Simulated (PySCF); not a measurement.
**Excitation energy of Ar²⁺ by level of theory**

Ar²⁺ [Ne] 3s2 3p4 (3P) → Ar²⁺ [Ne] 3s1 3p5 (3P), as a difference of total energies. Calculation: PySCF 2.14, in def2-TZVPPD (6s6p4d1f, 51 functions); no relativity, point nucleus. Correlated levels: valence: [Ne] frozen. The calculations carry no spin-orbit coupling.

```json
{"method": "UHF", "excitation energy (eV)": "17.059"}
{"method": "MP2 (valence)", "excitation energy (eV)": "15.526"}
{"method": "SCS-MP2 (valence)", "excitation energy (eV)": "15.334"}
{"method": "CCSD (valence)", "excitation energy (eV)": "14.309"}
{"method": "CCSD(T) (valence)", "excitation energy (eV)": "13.939"}
```

Task: How much does correlation contribute at CCSD(T) (valence)?

Result: 13.939 − (17.059) = -3.120 eV, measured against UHF.

The coupled-cluster amplitudes are large for the upper state (T1 above 0.03 or a double amplitude above 0.15), so a single reference is strained.
